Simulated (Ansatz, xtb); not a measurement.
**H4InSi2: which of two structures lies lower**

Structure X: a doublet given by its coordinates. Structure Y: `[SiH3][SiH][In]`, a doublet. Both are isolated molecules in the gas phase, relaxed with BLYP-D3(BJ)/def2-SVP.

X (Å):

```xyz
7

In   -1.2985   -1.9795   -2.4446
Si   -1.2078    1.1439   -1.4081
Si   -0.7048   -0.5660    0.0966
H    -2.5479    0.6674   -1.9903
H    -0.2951    0.7975   -2.5953
H     0.7054   -0.5364    0.6295
H    -1.6567   -0.6752    1.2607
```

Close contacts (Å): In1–Si3 2.97, Si2–Si3 2.33, Si2–H4 1.54, Si2–H5 1.54, Si3–H6 1.51, Si3–H7 1.51.

Y (Å):

```xyz
7

In   -0.3880   -3.4153    0.4152
Si   -1.0659    0.5002   -1.7623
Si   -1.2299   -0.7886    0.2181
H    -2.2207    1.4561   -1.9183
H     0.2009    1.3153   -1.8265
H    -1.0747   -0.4099   -2.9622
H    -1.0485    0.2264    1.3384
```

**Question.** Which of the two would you expect CCSD(T)/def2-SVP electronic energies to favour?

**Answer.** Structure Y; the calculation gives E(Y) − E(X) = −0.340 eV.

How the difference moves with the method:

```json
{"level": "BLYP-D3(BJ)/def2-SVP", "geometry": "BLYP-D3(BJ)/def2-SVP", "E(Y) − E(X) (eV)": "−0.103", "departure from the last row (eV)": "+0.237", "job, with rough time for the two": "optimisation, 1.8 min"}
{"level": "HF/def2-SVP", "geometry": "BLYP-D3(BJ)/def2-SVP", "E(Y) − E(X) (eV)": "−0.653", "departure from the last row (eV)": "−0.313", "job, with rough time for the two": "part of the CCSD(T) run"}
{"level": "MP2/def2-SVP", "geometry": "BLYP-D3(BJ)/def2-SVP", "E(Y) − E(X) (eV)": "−0.383", "departure from the last row (eV)": "−0.042", "job, with rough time for the two": "part of the CCSD(T) run"}
{"level": "CCSD(T)/def2-SVP", "geometry": "BLYP-D3(BJ)/def2-SVP", "E(Y) − E(X) (eV)": "−0.340", "departure from the last row (eV)": "", "job, with rough time for the two": "single point, 19 s"}
```

The levels shown agree on the order. The largest departure from CCSD(T)/def2-SVP is that of HF/def2-SVP, 0.313 eV. Levels run at GFN2-xTB geometries aren't shown.

With harmonic frequencies from BLYP-D3(BJ)/def2-SVP (ideal gas, rigid rotor, one conformer each, 298.15 K, 1 atm): on the last row, ΔE + ΔZPE = −0.312 eV. A mode under 50 cm⁻¹ makes harmonic enthalpies and free energies unreliable, so none is given.

Open shells are spin-unrestricted, with notable spin contamination under HF/def2-SVP, MP2/def2-SVP, CCSD(T)/def2-SVP. The correlated steps freeze 14 core orbitals; the filled d shell of In is correlated, in a basis made for valence electrons. Atoms past krypton carry core potentials in the def2 sets and no spin–orbit term is included. Run with Ansatz 0.2.0; the last row on 1 thread of AMD EPYC 9R45 96-Core Processor (Zen 5) on a shared host.
